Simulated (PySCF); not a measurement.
Electronic absorption of CH6BOP

Species: CH6BOP.
Z-matrix (Å and degrees, PBE0-D3(BJ)/def2-SVP geometry), rows numbered from 1:
```
C 
O   1  1.4058
B   2  1.3441  1  123.83
P   3  1.9294  2  123.73  1     4.34
H   1  1.1036  2  111.59  3   -45.83
H   1  1.1024  2  110.95  3    75.46
H   1  1.0987  2  108.38  3  -165.48
H   3  1.2102  2  116.24  1   178.42
H   4  1.4258  3   99.24  2   -49.47
H   4  1.4222  3   96.57  2  -147.03
```

Computed with PySCF, TDDFT PBE0/def2-SVPD, vertical, gas phase, core orbitals frozen in the response.

| state | E (eV) | λ (nm) | ν̃ (cm⁻¹) | f | \|μ\| (D) | main configurations (H = HOMO, L = LUMO) |
| --- | --- | --- | --- | --- | --- | --- |
| S1 | 5.42 | 228.9 | 43690 | 0.043 | 1.45 | H→L (90%) |
| S2 | 6.34 | 195.5 | 51160 | 0.022 | 0.96 | H→L+1 (79%), H→L+2 (18%) |
| S3 | 6.59 | 188.1 | 53160 | 0.043 | 1.31 | H→L+2 (61%), H-1→L (18%), H→L+1 (17%) |
| S4 | 6.74 | 184.0 | 54360 | 0.087 | 1.85 | H-1→L (71%), H→L+2 (17%) |
| S5 | 7.54 | 164.4 | 60840 | 0.042 | 1.20 | H→L+3 (86%) |
| S6 | 7.62 | 162.6 | 61500 | 0.042 | 1.21 | H→L+4 (54%), H→L+5 (32%) |
| S7 | 7.79 | 159.2 | 62820 | 0.096 | 1.80 | H→L+5 (42%), H→L+4 (31%), H→L+3 (12%) |
| S8 | 7.92 | 156.4 | 63920 | 0.015 | 0.70 | H-1→L+1 (78%), H-2→L (10%) |
| S9 | 7.96 | 155.8 | 64190 | 0.100 | 1.82 | H-2→L (68%), H→L+5 (12%), H-1→L+1 (12%) |
| S10 | 8.04 | 154.3 | 64820 | 0.025 | 0.90 | H-3→L (91%) |

Triplets (Tamm–Dancoff): T1 4.46 eV, H→L (97%); T2 5.60 eV, H→L+2 (64%), H→L+1 (25%); T3 5.95 eV, H-1→L (68%), H→L+1 (18%); T4 6.14 eV, H→L+1 (39%), H-1→L (27%), H→L+2 (20%).

The lowest singlet comes at 229 nm (523 kJ/mol) in the ultraviolet; it is of moderate strength; its leading configuration is HOMO→LUMO (90%). The most intense listed level is S9 at 7.96 eV (156 nm, f = 0.100), 2.54 eV above S1. Löwdin shares by element: HOMO phosphorus 58%, boron 16%, oxygen 9%, hydrogen 6% or more; LUMO boron 41%, phosphorus 22%, oxygen 19%, hydrogen 8% or more. Orbital energies (eV): HOMO-3 -10.26, HOMO-2 -9.56, HOMO-1 -8.76, HOMO -7.26, LUMO -0.59, LUMO+1 0.31, LUMO+2 0.70. The oscillator strengths of these states sum to 0.515; summed over the whole spectrum of an exact calculation they would give the number of electrons, 40 (Thomas–Reiche–Kuhn). Weighted by f, the mean energy of these states is 7.27 eV. The vertical ionisation energy (ΔSCF) is 9.41 eV, 1.37 eV above S10. The window holds the lowest 10 singlets.

The run took 17 s wall on Arm Neoverse V2, one thread, on a shared host.

One conformer stands for the species.
